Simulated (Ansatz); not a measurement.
A nudged elastic band was laid between two geometries of CH$_{6}$AlFGeO (11 atoms, charge 0, multiplicity 1).

Method: RKS PBE0/def2-SVP (Ansatz).

* movable images: 5
* climbing image: yes
* spring: 5.0 eV/Å²
* optimiser: quadratic models (default)
* start path: through a guess of the saddle point
* force threshold: 0.03 eV/Å
* iteration limit: 60
* end points: relaxed

Image 0:

```xyz
11
Properties=species:S:1:pos:R:3
C -0.658 0.699 1.867
O 0.206 0.297 0.837
Ge -0.406 -0.205 -0.758
F -1.310 -1.692 -0.505
Al 1.695 -0.700 -2.000
H -1.413 1.433 1.523
H -0.062 1.176 2.661
H -1.196 -0.158 2.310
H -1.502 0.806 -1.179
H 2.199 0.286 -3.139
H 2.512 -1.998 -1.596
```

Image 6:

```xyz
11
Properties=species:S:1:pos:R:3
C -0.658 0.699 1.866
O 0.206 0.303 0.834
Ge -0.407 -0.206 -0.758
F -1.310 -1.692 -0.497
Al 1.694 -0.700 -1.999
H -1.406 1.442 1.529
H -0.061 1.162 2.668
H -1.203 -0.159 2.298
H -1.503 0.803 -1.184
H 2.511 -2.002 -1.605
H 2.200 0.294 -3.132
```

**Question.** What changes between the two ends?

**Answer.** No bond is made or broken. The dihedral F4–Ge3–Al5–H10 goes from 140 to -41°. The two ends are copies of one structure, up to a mirror image or an exchange of like atoms.

**Question.** Give the energies along the band, and the barrier.

**Answer.** The run converged. The highest image is number 3 of 0 to 6, 0.4 kcal/mol above the ends, which have the same energy within 2 meV. A vibrational analysis at the climbing image gives no mode beyond 40i cm⁻¹: the surface is too flat there to confirm a saddle point.

| image | path coordinate (Å) | energy (kcal/mol) | dihedral F4–Ge3–Al5–H10 (°) |
| --- | --- | --- | --- |
| 0 | 0.00 | 0.0 | 140 |
| 1 | 0.93 | 0.1 | 171 |
| 2 | 1.87 | 0.3 | -160 |
| 3 | 2.80 | 0.4 | -130 |
| 4 | 3.75 | 0.3 | -99 |
| 5 | 4.69 | 0.1 | -69 |
| 6 | 5.63 | 0.0 | -41 |

**Question.** What is the geometry of the highest image?

**Answer.** 
```xyz
11
Properties=species:S:1:pos:R:3
C -0.733 0.891 1.797
O 0.183 0.577 0.781
Ge -0.325 -0.357 -0.644
F -0.827 -1.927 -0.022
Al 1.706 -0.740 -2.037
H -1.635 1.402 1.407
H -0.244 1.572 2.512
H -1.064 -0.006 2.349
H -1.650 0.259 -1.163
H 3.003 0.145 -1.810
H 1.651 -1.872 -3.148
```

The band took 17 iterations and about 9 core-minutes.

The run took 4.7 min on 2 threads of AMD EPYC 7B13 (Zen 3) (shared host), peak memory 0.33 GiB.
